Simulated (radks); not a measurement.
Problem. Successive ionisation energies (eV) of one element, from differences of total energies of ions in their ground configurations, starting at charge 44: 7580.3, 7812.1, 8045.5, 8622.7, 8871.0, 9228.5, 9424.0, 38883, 39677. Calculated with a radial shooting solver on a logarithmic mesh with Libxc functionals: Dirac Kohn-Sham, PBE, spin-unpolarised, spherical densities, finite nucleus; open shells fill j = l - 1/2 first; Fermi nuclear charge, rms radius 4.75 fm. Which element is it?

Solution. Iodine (Z = 53). The first species listed is I44+ in [He] 2s2 2p5, the last I52+ in 1s1.
